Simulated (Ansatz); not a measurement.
Gas-phase electronic energies from Ansatz, PBE0-D4/def2-TZVP geometries. CCSD(T)/CBS adds triple-zeta CCSD(T) − MP2 to the extrapolated MP2 energy (def2 sets, frozen cores). DFT in def2-TZVPP. B3LYP here is the variant with VWN-RPA as its local correlation; programs differ in this. HSE06 is defined as in plane-wave codes. For Ga outer-core shells are correlated without core-valence functions, which leaves a few kJ/mol of doubt a bond. Scalar relativity is left out up to krypton. Each species was taken in one conformer, which may not be the lowest.

Consider the isomerisation: `[CH3][Ga]([CH3])[OH]` → `CO[CH2][GaH2]`.

```
             level  ΔE (kcal/mol)  difference from CCSD(T)/CBS
       LDA (SPW92)           60.5                         -5.6
            PBE-D4           61.7                         -4.4
         revPBE-D4           60.2                         -5.9
           BLYP-D4           60.8                         -5.3
         r2SCAN-D4           64.1                         -2.0
            B97M-V           59.9                         -6.2
           PBE0-D4           61.9                         -4.2
          B3LYP-D4           61.2                         -4.9
        r2SCANh-D4           64.0                         -2.1
        r2SCAN0-D4           63.9                         -2.2
          HSE06-D4           62.0                         -4.1
      CAM-B3LYP-D4           61.0                         -5.1
            B2PLYP           64.0                         -2.1
          PBE-QIDH           64.7                         -1.4
            revPBE           61.9                         -4.2
              BLYP           61.4                         -4.7
            r2SCAN           64.1                         -2.0
              PBE0           62.0                         -4.1
             B3LYP           61.5                         -4.6
           r2SCANh           64.0                         -2.1
           r2SCAN0           63.9                         -2.2
             HSE06           62.0                         -4.1
             BHLYP           61.1                         -5.0
           LC-ωPBE           62.7                         -3.4
RPA@PBE/def2-TZVPP           60.8                         -5.3
       HF/def2-SVP           53.5                        -12.6
      MP2/def2-SVP           62.1                         -4.0
     CCSD/def2-SVP           57.5                         -8.6
  CCSD(T)/def2-SVP           57.6                         -8.5
     HF/def2-TZVPP           58.3                         -7.8
    MP2/def2-TZVPP           68.4                          2.3
SCS-MP2/def2-TZVPP           65.2                         -0.9
   CCSD/def2-TZVPP           63.9                         -2.2
CCSD(T)/def2-TZVPP           64.5                         -1.6
     HF/def2-QZVPP           58.3                         -7.8
    MP2/def2-QZVPP           69.3                          3.2
SCS-MP2/def2-QZVPP           66.1                          0.0
      HF/CBS(def2)           58.3                         -7.8
     MP2/CBS(def2)           70.1                          4.0
    CCSD/CBS(def2)           65.5                         -0.6
       CCSD(T)/CBS           66.1                            0
```

Largest T1 diagnostic among the species: 0.013.

Leaving LDA and LC-ωPBE aside and taking each functional with its dispersion term where it has one, the values spread over 4.8 kcal/mol, from B97M-V to PBE-QIDH. LDA lies −1.3 kcal/mol from PBE without D4. At CCSD(T), def2-SVP lies −8.5 kcal/mol from the extrapolated value and def2-TZVPP −1.6 kcal/mol.
